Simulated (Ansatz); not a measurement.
A nudged elastic band was laid between two geometries of CH₅BO₂Si (10 atoms, charge 0, multiplicity 1).

Method: Ansatz 0.2.0, RKS PBE-D4/def2-SVP.

| Quantity | Value |
| --- | --- |
| movable images | 7 |
| climbing image | yes |
| spring | 5.0 eV/Å² |
| optimiser | quadratic models (default) |
| start path | IDPP |
| force threshold | 0.03 eV/Å |
| iteration limit | 60 |
| end points | relaxed |

Initial state:

```xyz
10
Properties=species:S:1:pos:R:3
O -1.549 0.920 -0.766
C -1.172 -0.421 -0.488
Si 0.737 -0.512 -0.391
B 1.644 -0.126 1.286
O 1.062 0.936 0.724
H -1.104 1.480 -0.098
H -1.619 -0.815 0.459
H -1.558 -1.059 -1.311
H 1.364 -0.179 -1.718
H 2.280 -0.275 2.306
```

Final state:

```xyz
10
Properties=species:S:1:pos:R:3
O -1.358 0.138 -1.861
C -1.136 -0.156 -0.486
Si 0.724 0.032 -0.061
B 1.660 -0.671 1.478
O 0.945 0.436 1.719
H -1.133 1.077 -1.999
H -1.744 0.474 0.212
H -1.464 -1.203 -0.321
H 1.246 1.193 -0.871
H 2.343 -1.371 2.193
```

What changes between the two ends?

No bond is made or broken. The dihedral O1–C2–Si3–B4 goes from 86 to -162°.

What energy profile does the band end with?

The run converged. The highest image is number 7 of 0 to 8, 1.8 kcal/mol above the first end and 0.0 kcal/mol above the last; the last end lies 1.8 kcal/mol above the first. The top lies less than 8 meV above the higher end, about what the thresholds resolve: that end is a shoulder or a very shallow well. A vibrational analysis at the climbing image gives no mode beyond 40i cm⁻¹: the surface is too flat there to confirm a saddle point.

| image | path coordinate (Å) | energy (kcal/mol) | dihedral O1–C2–Si3–B4 (°) |
| --- | --- | --- | --- |
| 0 | 0.00 | 0.0 | 86 |
| 1 | 0.49 | 0.2 | 100 |
| 2 | 0.97 | 0.6 | 114 |
| 3 | 1.46 | 0.9 | 128 |
| 4 | 1.94 | 1.3 | 142 |
| 5 | 2.43 | 1.6 | 156 |
| 6 | 2.92 | 1.8 | 170 |
| 7 | 3.40 | 1.8 | -177 |
| 8 | 3.89 | 1.8 | -162 |

What is the geometry of the highest image?


```xyz
10
Properties=species:S:1:pos:R:3
O -1.511 0.383 -1.721
C -1.148 -0.162 -0.462
Si 0.742 -0.035 -0.142
B 1.702 -0.721 1.391
O 1.049 0.428 1.611
H -1.273 1.329 -1.712
H -1.680 0.306 0.406
H -1.458 -1.228 -0.469
H 1.284 1.071 -1.011
H 2.377 -1.423 2.113
```

Run time: 32 s on 2 threads of AMD EPYC 9B45 (Zen 5), with other jobs on the host, peak memory 0.15 GiB.
